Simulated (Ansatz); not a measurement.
Molecule: CH4Si (charge +1, doublet). 
Geometry from a B3LYP-D3(BJ)/def2-TZVP (Ansatz, a quantum-chemistry and plane-wave program) optimisation:
```
Si
H 1 1.4654
H 1 1.4654 2 120.93
C 1 1.7952 2 119.53 3 -180.00
H 4 1.0858 1 121.96 2 180.00
H 4 1.0858 5 116.09 1 180.00
```
Charge +1, spin multiplicity 2.

Basis-set convergence of Hartree-Fock and CCSD(T) correlation energies (hartree) with Ansatz. Valence correlation only, unless marked. Open shells are spin-unrestricted. Spin-orbit coupling is left out. No relativistic terms.

```tsv
basis	functions	E(HF)	E(corr, CCSD(T))
aug-cc-pV(D+d)Z	91	-328.80665	-0.24340
aug-cc-pV(T+d)Z	193	___	___
```

Q: What belongs in the gaps?

A: 
- aug-cc-pV(T+d)Z, E(HF): -328.82858
- aug-cc-pV(T+d)Z, E(corr, CCSD(T)): -0.28500
